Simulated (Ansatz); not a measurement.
```yaml
crystal:
  periodic: [false, false, false]
  atoms:
    - {symbol: N, position_ang: [-0.171993, 1.044654, -0.085019]}
    - {symbol: Ga, position_ang: [0.140180, -0.714932, 0.029616]}
    - {symbol: Cl, position_ang: [1.637003, -1.463798, 1.337573]}
    - {symbol: Cl, position_ang: [-0.961312, -2.087487, -1.159850]}
    - {symbol: H, position_ang: [0.296908, 1.722196, 0.489991]}
    - {symbol: H, position_ang: [-0.898687, 1.435268, -0.658513]}
basis:
  gaussian: {orbitals: x2c-TZVPPall, final_grid: {core_spheres: 20, valence_spheres: 16, degree: 47}}
total_charge: 1
magnetization: {spin_polarized: true, initial_magnetization: 1}
hamiltonian: {xc: {name: r2SCANh}}
```

```sh
$ ansatz run in.yaml --threads 4 --pin off --events-out ev --progress --plain --max-ram 10444MiB
```

It prints (some lines left out):

```
Functional definition: r2SCANh
1258 factors; their error is unknown
mean field evaluation 1: about -79518.2744 eV, gradient 6.1e1 eV
mean field evaluation 2: about -79461.2741 eV, gradient 1.0e2 eV
mean field evaluation 4: about -79528.9167 eV, gradient 2.7e1 eV
mean field evaluation 8: about -79532.8408 eV, gradient 8.7e-1 eV
mean field evaluation 16: about -79532.9303 eV, gradient 3.2e-3 eV
mean field -79532.93034419 eV, -2922.7812807924 hartree, gradient 6.5e-6 eV, S^2 0.759843; 8 other end points of the search recorded, 0 dependent functions left out
reference -79532.93035453 eV, -2922.7812811727 hartree; 37, 36 occupied and 154, 155 virtual orbitals, 1258 factors
Total energy: -79532.93035453 eV, -2922.7812811727 hartree
Relativity: scalar
```

Hardware: 4 threads of an Arm Neoverse V1 on a shared host. Wall time 30 s, peak host memory 1.2 GiB.
